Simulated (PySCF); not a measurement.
PySCF input (TPSSh/def2-TZVPD):

```python
from pyscf import gto, scf, dft

mol = gto.M(
    atom='''
    Ge   -0.30163006   -0.26910692   -0.03797258
    O    -1.51466084   -1.35134318   -0.19068254
    Cl   -0.30317526    1.74343749   -0.73241740
    Cl    1.58373106   -0.60095708    0.89362816
    ''',
    basis='def2-tzvpd',
    charge=0,
    spin=0,
    verbose=4,
)

mf = dft.RKS(mol, xc='tpssh').density_fit(auxbasis='def2-universal-jkfit')
mf.grids.level = 3
mf.conv_tol = 1e-9
mf.max_cycle = 100
mf.max_memory = 1500
mf.kernel()
if not mf.converged:
    mf = mf.newton()
    mf.kernel(mf.make_rdm1())
mf.analyze()
```

Output:

```
PySCF version 2.14.0

[INPUT] verbose = 4
[INPUT] num. atoms = 4
[INPUT] num. electrons = 74
[INPUT] charge = 0
[INPUT] spin (= nelec alpha-beta = 2S) = 0
[INPUT] symmetry False subgroup None
[INPUT] Mole.unit = angstrom
[INPUT] Symbol           X                Y                Z      unit          X                Y                Z       unit  Magmom
[INPUT]  1 Ge    -0.301630060000  -0.269106920000  -0.037972580000 AA   -0.569998204336  -0.508538377025  -0.071757776443 Bohr   0.0
[INPUT]  2 O     -1.514660840000  -1.351343180000  -0.190682540000 AA   -2.862294159204  -2.553668510499  -0.360337777336 Bohr   0.0
[INPUT]  3 Cl    -0.303175260000   1.743437490000  -0.732417400000 AA   -0.572918209144   3.294619371399  -1.384068294866 Bohr   0.0
[INPUT]  4 Cl     1.583731060000  -0.600957080000   0.893628160000 AA    2.992817958367  -1.135644293818   1.688712479599 Bohr   0.0

nuclear repulsion = 440.85325034386
number of shells = 64
number of NR pGTOs = 305
number of NR cGTOs = 186
basis = def2-tzvpd
ecp = {}

******** <class 'pyscf.df.df_jk.DFRKS'> ********
method = DFRKS
initial guess = minao
damping factor = 0
level_shift factor = 0
DIIS = <class 'pyscf.scf.diis.CDIIS'>
diis_start_cycle = 1
diis_space = 8
diis_damp = 0
SCF conv_tol = 1e-09
SCF conv_tol_grad = None
SCF max_cycles = 100
direct_scf = False
XC library pyscf.dft.libxc version 7.1.2
    S. Lehtola, C. Steigemann, M. J. T. Oliveira, and M. A. L. Marques,  SoftwareX 7, 1–5 (2018)
XC functionals = tpssh
    V. N. Staroverov, G. E. Scuseria, J. Tao, and J. P. Perdew,  J. Chem. Phys. 119, 12129 (2003)
radial grids:
    Treutler-Ahlrichs [JCP 102, 346 (1995); DOI:10.1063/1.469408] (M4) radial grids

becke partition: Becke, JCP 88, 2547 (1988); DOI:10.1063/1.454033
pruning grids: <function nwchem_prune>
grids dens level: 3
symmetrized grids: False
atomic radii adjust function: <function treutler_atomic_radii_adjust>
small_rho_cutoff = 0
Set gradient conv threshold to 3.16228e-05
Initial guess from minao.
tot grids = 72488
******** <class 'pyscf.df.df.DF'> ********
auxbasis = def2-universal-jkfit
init E= -3072.47329030245
  HOMO = -0.356818109514939  LUMO = -0.14039460370347  gap/eV = 5.88918
cycle= 1 E= -3072.407004126  delta_E= 0.0663  |g|= 1.42  |ddm|= 2.01
  HOMO = -0.117931151361319  LUMO = -0.0804547929807015  gap/eV = 1.01978
cycle= 2 E= -3067.37599247036  delta_E= 5.03  |g|= 4.11  |ddm|=  4.1
  HOMO = -0.276032348153587  LUMO = -0.125506240094131  gap/eV = 4.09602
cycle= 3 E= -3072.52742116155  delta_E= -5.15  |g|= 0.939  |ddm|=  3.8
[...]
cycle= 12 E= -3072.74113385667  delta_E= -5.07e-10  |g|= 7.67e-06  |ddm|= 3.64e-05
  HOMO = -0.295427301235425  LUMO = -0.127609562392273  gap/eV = 4.56655
Extra cycle  E= -3072.74113385663  delta_E= 3.82e-11  |g|= 1.73e-05  |ddm|= 1.53e-05
converged SCF energy = -3072.74113385663
**** SCF Summaries ****
Total Energy =                       -3072.741133856629858
Nuclear Repulsion Energy =             440.853250343860111
One-electron Energy =                -5146.508478606173412
Two-electron Energy =                 1632.914094405683727
Two-electron Coulomb Energy =         1777.079023220104318
DFT Exchange-Correlation Energy =     -144.164928814420676
HOMO-LUMO gap [eV] =                     4.566553272664562
**** MO energy ****
MO #1   energy= -398.563802961451  occ= 2
MO #2   energy= -101.420051901678  occ= 2
MO #3   energy= -101.420044841527  occ= 2
MO #4   energy= -49.6739413712407  occ= 2
MO #5   energy= -44.1687236235479  occ= 2
MO #6   energy= -44.1657729941672  occ= 2
MO #7   energy= -44.1634450184843  occ= 2
MO #8   energy= -19.0650836915415  occ= 2
MO #9   energy= -9.42170354442408  occ= 2
MO #10  energy= -9.42169684928693  occ= 2
MO #11  energy= -7.16816754166234  occ= 2
MO #12  energy= -7.16816506491293  occ= 2
MO #13  energy= -7.16168264804251  occ= 2
MO #14  energy= -7.16167408853912  occ= 2
MO #15  energy= -7.16058023188694  occ= 2
MO #16  energy= -7.16057217406202  occ= 2
MO #17  energy= -6.2465319137318   occ= 2
MO #18  energy= -4.41816139083868  occ= 2
MO #19  energy= -4.41188729668301  occ= 2
MO #20  energy= -4.40678687079551  occ= 2
MO #21  energy= -1.25424858488695  occ= 2
MO #22  energy= -1.2491065140653   occ= 2
MO #23  energy= -1.24879132650836  occ= 2
MO #24  energy= -1.24565443166936  occ= 2
MO #25  energy= -1.2444025298263   occ= 2
MO #26  energy= -0.916020669417797 occ= 2
MO #27  energy= -0.851221610376467 occ= 2
MO #28  energy= -0.831666845680057 occ= 2
MO #29  energy= -0.529498376321179 occ= 2
MO #30  energy= -0.427873868914365 occ= 2
MO #31  energy= -0.39152789536106  occ= 2
MO #32  energy= -0.383522796001806 occ= 2
MO #33  energy= -0.355689990734776 occ= 2
MO #34  energy= -0.35149770833919  occ= 2
MO #35  energy= -0.344656268969125 occ= 2
MO #36  energy= -0.310116234227356 occ= 2
MO #37  energy= -0.295427301235425 occ= 2
MO #38  energy= -0.127609562392273 occ= 0
MO #39  energy= -0.0992060030600056 occ= 0
MO #40  energy= 0.00355680752075207 occ= 0
MO #41  energy= 0.00994191851702951 occ= 0
MO #42  energy= 0.0226286137833772 occ= 0
MO #43  energy= 0.0346005521003014 occ= 0
MO #44  energy= 0.0448015225684068 occ= 0
MO #45  energy= 0.0507593678722979 occ= 0
MO #46  energy= 0.0600323123074937 occ= 0
MO #47  energy= 0.0608835536804641 occ= 0
MO #48  energy= 0.0629789821191527 occ= 0
MO #49  energy= 0.090099519398144  occ= 0
MO #50  energy= 0.0912273819827267 occ= 0
MO #51  energy= 0.108551445209822  occ= 0
MO #52  energy= 0.10968950962059   occ= 0
MO #53  energy= 0.12084515311629   occ= 0
MO #54  energy= 0.122417908060602  occ= 0
MO #55  energy= 0.138286956414148  occ= 0
MO #56  energy= 0.172927423921365  occ= 0
MO #57  energy= 0.17907302804164   occ= 0
MO #58  energy= 0.202976259673653  occ= 0
MO #59  energy= 0.205653769282489  occ= 0
MO #60  energy= 0.209633385072564  occ= 0
MO #61  energy= 0.211404734965783  occ= 0
MO #62  energy= 0.222476762919327  occ= 0
MO #63  energy= 0.22548079225093   occ= 0
MO #64  energy= 0.23185253300645   occ= 0
MO #65  energy= 0.241438469349286  occ= 0
MO #66  energy= 0.252104496812594  occ= 0
MO #67  energy= 0.256648755061155  occ= 0
MO #68  energy= 0.30616441469978   occ= 0
MO #69  energy= 0.317611571069139  occ= 0
MO #70  energy= 0.33124790647413   occ= 0
MO #71  energy= 0.343935021690182  occ= 0
MO #72  energy= 0.350095801245059  occ= 0
MO #73  energy= 0.397536647920147  occ= 0
MO #74  energy= 0.397617262427836  occ= 0
MO #75  energy= 0.425845185354945  occ= 0
MO #76  energy= 0.427864828800922  occ= 0
MO #77  energy= 0.432931215073985  occ= 0
MO #78  energy= 0.479420988112318  occ= 0
MO #79  energy= 0.479670594635564  occ= 0
MO #80  energy= 0.495604152868999  occ= 0
MO #81  energy= 0.500154515904218  occ= 0
MO #82  energy= 0.532162076336658  occ= 0
MO #83  energy= 0.535373535816879  occ= 0
MO #84  energy= 0.545304812114871  occ= 0
MO #85  energy= 0.562440347678905  occ= 0
MO #86  energy= 0.56621826103968   occ= 0
MO #87  energy= 0.570607524333575  occ= 0
MO #88  energy= 0.580651423423262  occ= 0
MO #89  energy= 0.601275606898234  occ= 0
MO #90  energy= 0.608992875502356  occ= 0
MO #91  energy= 0.612285678210844  occ= 0
MO #92  energy= 0.627137443833996  occ= 0
MO #93  energy= 0.630262077142884  occ= 0
MO #94  energy= 0.647050342007086  occ= 0
MO #95  energy= 0.661262625105981  occ= 0
MO #96  energy= 0.680967370787465  occ= 0
MO #97  energy= 0.755030833834606  occ= 0
MO #98  energy= 0.757670122634564  occ= 0
MO #99  energy= 0.779289719245676  occ= 0
MO #100 energy= 0.804992934512972  occ= 0
MO #101 energy= 0.904813620315359  occ= 0
MO #102 energy= 0.973395419961521  occ= 0
MO #103 energy= 0.990058579854945  occ= 0
MO #104 energy= 0.991012151961423  occ= 0
MO #105 energy= 1.02418158069807   occ= 0
MO #106 energy= 1.02724158400373   occ= 0
MO #107 energy= 1.04962087413613   occ= 0
[...]
```
